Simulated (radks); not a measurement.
Cr0.5+, configuration [Ar] 3d4.5 4s1 (fractional occupations, a model configuration). All-electron calculation, scalar-relativistic Kohn-Sham, PBE, spin-unpolarised, spherical densities, finite nucleus; Fermi nuclear charge, rms radius 3.6452 fm. Program: a radial shooting solver on a logarithmic mesh with Libxc functionals.

Unscreened Slater integrals over Kohn-Sham orbitals (hartree).

integral,value
"F0(4s,4s)",0.28720
"F0(4s,3d)",0.35821
"G2(4s,3d)",0.056419
"F0(4s,3p)",0.37229
"G1(4s,3p)",0.020821
"F0(4s,3s)",0.37409
"G0(4s,3s)",0.014548
"F0(3d,3d)",0.68948
"F2(3d,3d)",0.30556
"F4(3d,3d)",0.18770
"F0(3d,3p)",0.79388
"F2(3d,3p)",0.36237
"G1(3d,3p)",0.44976
"G3(3d,3p)",0.26883
"F0(3d,3s)",0.81466
"G2(3d,3s)",0.33695
"F0(3p,3p)",0.94005
"F2(3p,3p)",0.46974
"F0(3p,3s)",0.96907
"G1(3p,3s)",0.64226
"F0(3s,3s)",1.0011

Derived for the open shells (J is the average intra-shell exchange parameter used in DFT+U). 3d: Racah B = F2/49 - 5 F4/441 = 0.004108 hartree, C = 35 F4/441 = 0.01490 hartree, C/B = 3.63, F4/F2 = 0.614, J = (F2 + F4)/14 = 0.03523 hartree.
